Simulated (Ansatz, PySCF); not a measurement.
This triplet is an excited state, 0.82 eV above the relaxed singlet at the level frozen-core CCSD(T)/cc-pVTZ // PBE0-D3(BJ)/def2-TZVP (Ansatz, a program for electronic structure).

Z-matrix (Å, degrees):
```
Ge
N 1 1.8098
H 2 1.0051 1 123.70
H 2 1.0078 3 113.63 1 -179.46
B 1 1.9931 2 118.21 3 -179.83
H 5 1.1883 1 119.96 2 -179.95
H 5 1.1975 6 127.54 1 179.97
```
Charge 0, spin multiplicity 3.

**Question.** Estimate the highest occupied spin orbital, total energy and dipole moment that PBE0-D3(BJ)/def2-TZVP (PySCF 2.14.0) returns for this input.

**Answer.** 
- highest occupied spin orbital = -5.44 eV
- total energy = -2158.6108 Ha
- dipole moment = 0.534 e·Å
